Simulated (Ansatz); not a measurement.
A structure relaxed at B3LYP-D4/def2-TZVP in Ansatz, charge 1, doublet:

```xyz
3

Hf   -0.739   -0.928   -0.918
Te    1.150    0.927   -0.638
Te   -0.411    0.000    1.556
```

Give its formula.

the cluster HfTe₂⁺.

Summarise the bond lengths by kind (pairs closer than 1.2 times the sum of covalent radii, bridged metal pairs left out).

2 × Hf–Te 2.66 Å; 1 × Te–Te 2.85 Å. The metal has 2 neighbours: Te 2.66 Å, Te 2.66 Å.

In the def2 sets Hf, Te take a core potential; there is no spin–orbit coupling. The structure comes from a short search, and lower isomers may exist.
